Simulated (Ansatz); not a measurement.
Molecule: C4H5OSi (charge -1, singlet). It need not be the lowest isomer of its formula. Whether it binds its extra electron was not tested at this geometry. 
Coordinates optimised at B3LYP-D3(BJ)/def2-TZVP (Ansatz, a first-principles code):
```
C
C 1 1.3677
O 2 1.3488 1 111.10
H 2 1.0811 3 115.74 1 180.00
C 3 1.4349 2 103.70 4 -180.00
C 5 1.3538 3 114.88 2 0.00
H 5 1.0813 6 134.41 1 -180.00
Si 1 1.8256 2 127.08 4 0.00
H 8 1.4933 1 114.16 2 119.58
H 8 1.4933 9 105.03 1 -125.79
H 8 1.5019 9 105.19 10 -110.73
```
Charge -1, spin multiplicity 1.

Total electronic energies in hartree. Correlated levels leave the core frozen unless marked. No spin-orbit coupling. No relativistic terms. CBS(X,Y): correlation extrapolated as X^-3; Hartree-Fock from the larger set.

| level | program | energy (Eh) |
|---|---|---|
| HF/aug-cc-pV(D+d)Z | Ansatz | -518.11746 |
| HF/cc-pV(D+d)Z | Ansatz | -518.09357 |
| HF/cc-pVTZ | Ansatz | -518.16897 |
| HF/cc-pV(Q+d)Z | Ansatz | -518.19422 |
| r2SCAN/def2-TZVPD | Ansatz | ___ |
| B3LYP/def2-TZVPD | Ansatz | -520.21089 |
| PBE0/def2-QZVPP | Ansatz | -519.81377 |
| BHLYP/def2-TZVPD | Ansatz | -520.04169 |
| CAM-B3LYP/def2-TZVPD | Ansatz | ___ |
| wB97X-V/def2-TZVPD | Ansatz | ___ |
| B2GP-PLYP/def2-TZVPD | Ansatz | -519.78663 |
| B2PLYP-D4/def2-TZVPD | Ansatz + dftd4 | -519.88382 |
| RPA@PBE/cc-pV(T+d)Z | Ansatz | -519.72085 |
| RI-MP2/aug-cc-pV(Q+d)Z | Ansatz | -519.28168 |
| RI-MP2/cc-pV(T+d)Z | Ansatz | -519.17817 |
| SCS-MP2/6-31G* | Ansatz | -518.79769 |
| SCS-MP2/aug-cc-pV(T+d)Z | Ansatz | -519.19335 |
| SCS-MP2/cc-pV(Q+d)Z | Ansatz | -519.26051 |
| CCSD/6-31G* | Ansatz | -518.85448 |
| CCSD(T)/STO-3G | Ansatz | -512.10950 |
| CCSD(T)/cc-pV(T+d)Z | Ansatz | -519.25787 |
| CCSD(T)/aug-cc-pV(Q+d)Z | Ansatz | -519.35257 |
| CCSD(T)/CBS(aug-cc-pV(T+d)Z,aug-cc-pV(Q+d)Z) | Ansatz | -519.3893 |

### Question
Fill in the missing entries.

### Answer

- r2SCAN/def2-TZVPD, energy (Eh): -520.03083
- CAM-B3LYP/def2-TZVPD, energy (Eh): -520.07859
- wB97X-V/def2-TZVPD, energy (Eh): -520.06786
